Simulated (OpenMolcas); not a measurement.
# Au5+: input and output

Au5+ among 5 point charges of -1 e arranged as a square pyramid (C4v), 2.14 Å from the ion, with the axial distance 2.054 Å.

Input:

```
&GATEWAY
Coord
1

Au 0.0 0.0 0.0
Basis=ANO-RCC-VTZP
Group=NoSym
NoMove
AngMom=0.0 0.0 0.0
AMFI
XField
5 Angstrom 0
2.140000 0.000000 0.000000 -1.000000
0.000000 2.140000 0.000000 -1.000000
-2.140000 0.000000 0.000000 -1.000000
0.000000 -2.140000 0.000000 -1.000000
0.000000 0.000000 2.054400 -1.000000
&SEWARD
* reference wave functions (RASSCF and RASSI steps not shown): 6 electrons in 5 orbitals (5d)
>>> COPY JOB001 $Project.JobIph
&CASPT2
Multistate=5 1 2 3 4 5
NoMult
Frozen=23
IPEA=0.25
Imaginary=0.1
MaxIter=60
WThr=0.0 0.3 0.05
PrWF=0.5
NoMix
>>> COPY JOB002 $Project.JobIph
&CASPT2
Multistate=45 1 2 3 4 5 6 7 8 9 10 11 12 13 14 15 16 17 18 19 20 21 22
23 24 25 26 27 28 29 30 31 32 33 34 35 36 37 38 39 40 41 42 43 44 45
NoMult
Frozen=23
IPEA=0.25
Imaginary=0.1
MaxIter=60
WThr=0.0 0.3 0.05
PrWF=0.5
NoMix
>>> COPY JOB003 $Project.JobIph
&CASPT2
Multistate=50 1 2 3 4 5 6 7 8 9 10 11 12 13 14 15 16 17 18 19 20 21 22
23 24 25 26 27 28 29 30 31 32 33 34 35 36 37 38 39 40 41 42 43 44 45 46
47 48 49 50
NoMult
Frozen=23
IPEA=0.25
Imaginary=0.1
MaxIter=60
WThr=0.0 0.3 0.05
PrWF=0.5
NoMix
```

Launched by
```bash
OMP_NUM_THREADS=1 MOLCAS_MEM=1689 MOLCAS_PROJECT=a pymolcas a.inp > a.log  # once for each step of the input, in one work folder
```

Output, cut to the results:

```
--- CASPT2 ---
Orbital specifications:
      -----------------------

      Symmetry species                           1
                                                 a
      Frozen orbitals                           23
      Inactive orbitals                         11
      Active orbitals                            5
      Secondary orbitals                        45
      Deleted orbitals                           0
      Number of basis functions                 84
Type of calculation                        SS-CASPT2
      Fock operator                              state-specific
      IPEA shift                                 0.25
      Real shift                                 0.00
      Imaginary shift                            0.10
      The input orbitals will be transformed to quasi-canonical
Reference energy:      -18993.9194283584
      E2 (Non-variational):      -0.4499865239
      Shift correction:          -0.0000957640
      E2 (Variational):          -0.4500822879
      Total energy:          -18994.3695106463
      Residual norm:              0.0000000592
      Reference weight:           0.94448
      Contributions to the CASPT2 correlation energy
      Active & Virtual Only:         -0.0927548844
      One Inactive Excited:          -0.1906017315
      Two Inactive Excited:          -0.1666299081
Reference energy:      -18993.9194283584
      E2 (Non-variational):      -0.4499866124
      Shift correction:          -0.0000957643
      E2 (Variational):          -0.4500823768
      Total energy:          -18994.3695107352
      Residual norm:              0.0000000592
      Reference weight:           0.94448
      Contributions to the CASPT2 correlation energy
      Active & Virtual Only:         -0.0927549735
      One Inactive Excited:          -0.1906017295
      Two Inactive Excited:          -0.1666299094
::    CASPT2 Root  1     Total energy: -18994.36951065
::    CASPT2 Root  2     Total energy: -18994.36951074
::    CASPT2 Root  3     Total energy: -18994.36485677
::    CASPT2 Root  4     Total energy: -18994.35996211
::    CASPT2 Root  5     Total energy: -18994.34918863
--- CASPT2 ---
Orbital specifications:
      -----------------------

      Symmetry species                           1
                                                 a
      Frozen orbitals                           23
      Inactive orbitals                         11
      Active orbitals                            5
      Secondary orbitals                        45
      Deleted orbitals                           0
      Number of basis functions                 84
Type of calculation                        SS-CASPT2
      Fock operator                              state-specific
      IPEA shift                                 0.25
      Real shift                                 0.00
      Imaginary shift                            0.10
      The input orbitals will be transformed to quasi-canonical
Reference energy:      -18993.8287157020
      E2 (Non-variational):      -0.4547349544
      Shift correction:          -0.0000930112
      E2 (Variational):          -0.4548279656
      Total energy:          -18994.2835436676
      Residual norm:              0.0000004065
      Reference weight:           0.94400
      Contributions to the CASPT2 correlation energy
      Active & Virtual Only:         -0.0947412038
      One Inactive Excited:          -0.1946389663
      Two Inactive Excited:          -0.1653547842
Reference energy:      -18993.8287157020
      E2 (Non-variational):      -0.4547349612
      Shift correction:          -0.0000930112
      E2 (Variational):          -0.4548279724
      Total energy:          -18994.2835436744
      Residual norm:              0.0000004065
      Reference weight:           0.94400
      Contributions to the CASPT2 correlation energy
      Active & Virtual Only:         -0.0947412117
      One Inactive Excited:          -0.1946389665
      Two Inactive Excited:          -0.1653547831
::    CASPT2 Root  1     Total energy: -18994.28354367
::    CASPT2 Root  2     Total energy: -18994.28354367
::    CASPT2 Root  3     Total energy: -18994.27944448
::    CASPT2 Root  4     Total energy: -18994.27996953
::    CASPT2 Root  5     Total energy: -18994.27826832
::    CASPT2 Root  6     Total energy: -18994.27826832
::    CASPT2 Root  7     Total energy: -18994.27921959
::    CASPT2 Root  8     Total energy: -18994.27569073
::    CASPT2 Root  9     Total energy: -18994.27569073
::    CASPT2 Root 10     Total energy: -18994.27451026
::    CASPT2 Root 11     Total energy: -18994.27378151
::    CASPT2 Root 12     Total energy: -18994.27066003
::    CASPT2 Root 13     Total energy: -18994.27066003
::    CASPT2 Root 14     Total energy: -18994.26945874
::    CASPT2 Root 15     Total energy: -18994.26624565
::    CASPT2 Root 16     Total energy: -18994.26624565
::    CASPT2 Root 17     Total energy: -18994.26619159
::    CASPT2 Root 18     Total energy: -18994.26489588
::    CASPT2 Root 19     Total energy: -18994.26274441
::    CASPT2 Root 20     Total energy: -18994.26274442
::    CASPT2 Root 21     Total energy: -18994.25843624
::    CASPT2 Root 22     Total energy: -18994.25991963
::    CASPT2 Root 23     Total energy: -18994.25991963
::    CASPT2 Root 24     Total energy: -18994.25879264
::    CASPT2 Root 25     Total energy: -18994.25830814
::    CASPT2 Root 26     Total energy: -18994.25213396
::    CASPT2 Root 27     Total energy: -18994.25257449
::    CASPT2 Root 28     Total energy: -18994.24968694
::    CASPT2 Root 29     Total energy: -18994.24968695
::    CASPT2 Root 30     Total energy: -18994.25033992
--- CASPT2 ---
Orbital specifications:
      -----------------------

      Symmetry species                           1
                                                 a
      Frozen orbitals                           23
      Inactive orbitals                         11
      Active orbitals                            5
...
```

Spin-orbit levels above the lowest, with the averaged single-state CASPT2 energies on the diagonal:

```csv
E (cm-1),Degeneracy,2S+1,g
0,1,5 (75 %),
80,2,5 (75 %),0.00 0.00 2.85
290,1,5 (74 %),
300,1,5 (77 %),
960,2,5 (77 %),0.00 0.00 8.79
2300,1,5 (73 %),
2330,1,5 (73 %),
7340,1,5 (49 %),
7790,2,5 (55 %),0.00 0.00 3.75
7860,1,5 (52 %),
8700,1,5 (51 %),
9850,1,5 (89 %),
10450,2,5 (87 %),0.00 0.00 1.52
10950,1,5 (88 %),
11450,2,5 (84 %),0.00 0.00 4.21
12260,1,5 (84 %),
14500,2,5 (76 %),0.00 0.00 2.25
14780,1,5 (66 %),
16210,1,5 (76 %),
19120,1,3 (61 %),
```

Spin-orbit coupling mixes the spin-free states strongly: the lowest level takes only 37 % from its leading state, 2S+1 = 5, which lies 1021 cm-1 above the lowest spin-free state. Point charges give a weaker field than real ligands, and real ions of this kind are as a rule low spin; the high spin found here belongs to the model. The ground term spreads over less than 5000 cm-1, several times less than with real ligands, so orbital moments are less quenched and χT lies further from the spin-only value than at real sites. Free-ion shares, where given, are those of the reference states; single-state CASPT2 does not remix them. Point charges carry no covalency, so the field is a model and not that of real ligands. An unlabelled pair can be two single states that coincide in this model. No measured value stands beside these numbers.

With an even number of electrons the g values are those of a degenerate or nearly degenerate non-Kramers pair.
